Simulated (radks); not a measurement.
Task: Neutral cadmium, [Kr] 4d10 5s2. All-electron calculation, non-relativistic Kohn-Sham, exchange-only LDA, spin-polarised, spherical densities, point nucleus. Program: a radial shooting solver on a logarithmic mesh with Libxc functionals. Every spin shell is full or empty, so the densities are truly spherical. Functionals are evaluated on that one density, not self-consistently. Rank these exchange functionals by their error against the exact value of the orbitals, and give that value: LDA, B88, revPBE, RPBE, OPTX, SOGGA, r2SCAN, Tao-Mo.

Result: Exact: -148.615 hartree. From best to worst, with 100 (|E| - |E exact|)/|E exact| (equal figures are ties): r2SCAN -0.06, B88 +0.08, RPBE -0.18, revPBE -0.23, Tao-Mo -0.75, OPTX +1.23, SOGGA -2.26, LDA -4.88.
